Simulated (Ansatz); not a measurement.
`CBCC(O)=S` + H–F → `CBCF` + `OC=S`  (substitution at a C–C bond)

Calculated with Ansatz (gas phase, PBE0-D4/def2-TZVP geometries, no zero-point term in ΔE). CBS: MP2 limit from def2 TZ/QZ plus the TZ coupled-cluster correction, frozen cores. This one scheme is used for every species. DFT in def2-TZVPP. B3LYP here is the variant with VWN-RPA as its local correlation; programs differ in this. One conformer a species, not always the lowest.

`CBCC(O)=S`:

```xyz
13

C    -0.933    1.828    0.253
B    -0.577    0.322    0.313
C     0.835   -0.230   -0.075
C     0.904   -1.610   -0.657
O     0.202   -2.537   -0.005
S     1.762   -1.994   -1.978
H    -0.076    2.502    0.186
H    -1.505    1.951   -0.682
H    -1.607    2.155    1.047
H    -1.420   -0.458    0.687
H     1.331   -0.274    0.916
H     1.428    0.457   -0.677
H    -0.344   -2.112    0.672
```

H–F:

```xyz
2

F     0.442    0.111   -0.062
H    -0.442   -0.111    0.062
```

`CBCF`:

Cartesian coordinates in Å:
```
C 0.622 -0.019 1.223
B -0.426 0.401 0.152
C -0.367 -0.206 -1.281
F -1.344 0.232 -2.161
H 0.104 -0.429 2.098
H 1.373 -0.741 0.894
H 1.137 0.873 1.600
H -1.285 1.191 0.425
H -0.430 -1.304 -1.218
H 0.617 0.002 -1.731
```

`OC=S`:

Z-matrix (Å, degrees):
```
C
O 1 1.332
S 1 1.605 2 123.8
H 1 1.094 2 113.9 3 180.0
H 2 0.965 1 110.0 3 -180.0
```

```json
{"level": "B3LYP-D4", "ΔE (kJ/mol)": "72.6"}
{"level": "CCSD(T)/def2-TZVPP", "ΔE (kJ/mol)": "86.0"}
{"level": "HF/CBS(def2)", "ΔE (kJ/mol)": "57.8"}
{"level": "MP2/CBS(def2)", "ΔE (kJ/mol)": "103.5"}
```

Task: What does CCSD(T)/CBS give? (An estimate is asked.)

Result: Computed: +90.5 kJ/mol. The listed levels differ from it by -17.9, -4.5, -32.7, 13.0 kJ/mol.

Largest T1 diagnostic among the species: 0.018.

From PBE to PBE0 (25 % exact exchange), in def2-TZVPP and without D4, ΔE moves by +6.2 kJ/mol. The D4 term adds +12.0 kJ/mol with B3LYP and +6.7 kJ/mol with PBE0; it sums over pairs of atoms, weighted by their polarisabilities, and B3LYP, whose exchange is more repulsive, gets the larger term.
